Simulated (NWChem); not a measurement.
The numbers come from NWChem runs, not from measurements. System: HOSi, charge 0, spin multiplicity 2, at a geometry optimised with UPBE/def2-SVP. The structure started from a generated list of species. Its SCF solution wasn't tested for a lower state. Level: ULDA (SVWN5)/def2-TZVP.

Job file:

```
start mol
memory heap 200 mb stack 900 mb global 1100 mb
geometry units angstroms nocenter noautoz
  O      0.495202     0.928536     0.000000
  Si    -0.317589    -0.406429     0.000000
  H      0.484626    -1.738289     0.000000
  symmetry group Cs
end
basis spherical
  * library def2-tzvp
end
dft
  xc slater vwn_5
  odft
  mult 2
  semidirect memsize 60000000 filesize 0
  iterations 100
end
task dft energy
```

Output (cleaned and shortened):

```
             Northwest Computational Chemistry Package (NWChem) 7.3.0
             --------------------------------------------------------

                                NWChem Input Module
                                -------------------

 Scaling coordinates for geometry "geometry" by  1.889725989
 (inverse scale =  0.529177249)

 Turning off AUTOSYM since
 SYMMETRY directive was detected!

                             Geometry "geometry" -> ""
                             -------------------------

 Output coordinates in angstroms (scale by  1.889725989 to convert to a.u.)

  No.       Tag          Charge          X              Y              Z
 ---- ---------------- ---------- -------------- -------------- --------------
    1 O                    8.0000     0.49520200     0.92853600     0.00000000
    2 Si                  14.0000    -0.31758900    -0.40642900     0.00000000
    3 H                    1.0000     0.48462600    -1.73828900     0.00000000

 Effective nuclear repulsion energy (a.u.)      44.2732449273

            Nuclear Dipole moment (a.u.)
            ----------------------------
        X                 Y               Z
 ---------------- ---------------- ----------------
    -0.0000075589    -0.0000132281     0.0000000000

      Symmetry information
      --------------------

 Group name             Cs
 Group number              2
 Group order               2
 No. of unique centers     3

      Symmetry unique atoms

     1    2    3


 Summary of "ao basis" -> "" (spherical)
 ------------------------------------------------------------------------------
       Tag                 Description            Shells   Functions and Types
 ---------------- ------------------------------  ------  ---------------------
 *                         def2-tzvp                  on all atoms

                                 NWChem DFT Module
                                 -----------------

 Summary of "ao basis" -> "ao basis" (spherical)
 ------------------------------------------------------------------------------
       Tag                 Description            Shells   Functions and Types
[...]
   Bfn.  Coefficient  Atom+Function         Bfn.  Coefficient  Atom+Function
  ----- ------------  ---------------      ----- ------------  ---------------
    50      0.715667  2 Si py                 5     -0.569609  1 O  s
    36      0.564284  2 Si s                 49      0.551066  2 Si px
    46      0.181287  2 Si px                13      0.155577  1 O  py
    35      0.145166  2 Si s                  7      0.143999  1 O  py
     3     -0.137781  1 O  s                 61      0.129904  2 Si d  2

   alpha - beta orbital overlaps
   -----------------------------

   alpha      1      2      3      4      5      6      7      8      9     10
    beta      1      2      3      4      5      6      7      8      9     10
 overlap   1.000  1.000  1.000  1.000  0.858  0.858  1.000  0.998  0.991  1.000

   alpha     11     12     13     14     15     16     17     18     19     20
    beta     11     12     13     14     15     16     17     19     18     20
 overlap   0.989  0.997  0.999  0.998  0.997  0.996  0.858  0.994  0.859  0.994

   alpha     21     22     23     24     25     26     27     28     29     30
    beta     21     22     23     24     25     26     27     28     29     30
 overlap   0.994  0.998  0.998  0.988  0.988  1.000  0.996  0.995  1.000  0.969

   alpha     31     32     33     34     35     36     37     38     39     40
    beta     32     31     33     34     35     36     37     38     39     40
 overlap   0.983  0.894  0.884  0.951  0.952  0.993  0.996  0.992  0.999  0.992

   alpha     41     42     43     44     45     46     47     48     49     50
    beta     41     42     43     44     45     46     47     48     49     50
 overlap   1.000  0.998  0.999  0.999  0.999  1.000  1.000  0.999  1.000  0.974

   alpha     51     52     53     54     55     56     57     58     59     60
    beta     51     52     53     54     55     56     57     58     59     60
 overlap   0.975  0.998  1.000  1.000  1.000  1.000  1.000  0.989  0.994  0.906

   alpha     61     62     63     64     65     66     67     68     69     70
    beta     61     62     63     64     65     66     67     68     69     70
 overlap   0.910  0.947  0.949  0.999  1.000  1.000  1.000  1.000  1.000  1.000

   alpha     71     72     73     74
    beta     71     72     73     74
 overlap   1.000  1.000  1.000  1.000

     --------------------------
     Expectation value of S2:
     --------------------------
      <S2> =      0.7521 (Exact =     0.7500)

 center of mass
 --------------
 x =  -0.01999963 y =   0.07265387 z =   0.00000000

 moments of inertia (a.u.)
 ------------------
          76.387349015290         -36.193253061105           0.000000000000
         -36.193253061105          24.911191056767           0.000000000000
           0.000000000000           0.000000000000         101.298540072056

     Multipole analysis of the density
     ---------------------------------

     L   x y z        total         alpha         beta         nuclear
     -   - - -        -----         -----         ----         -------
     0   0 0 0     -0.000000    -12.000000    -11.000000     23.000000

     1   1 0 0     -0.534384      0.084602     -0.618978     -0.000008
     1   0 1 0     -1.113744     -0.118451     -0.995280     -0.000013
     1   0 0 1     -0.000000      0.000000     -0.000000      0.000000

     2   2 0 0    -14.302197    -15.785810    -11.403434     12.887047
     2   1 1 0     -0.628403     -8.946392     -8.263057     16.581046
     2   1 0 1     -0.000000     -0.000000     -0.000000      0.000000
     2   0 2 0    -14.915440    -31.684356    -26.911146     43.680062
     2   0 1 1     -0.000000     -0.000000      0.000000      0.000000
     2   0 0 2    -12.708068     -6.991315     -5.716753      0.000000

 Task  times  cpu:        1.8s     wall:        1.8s

 Total times  cpu:        1.8s     wall:        1.8s
```
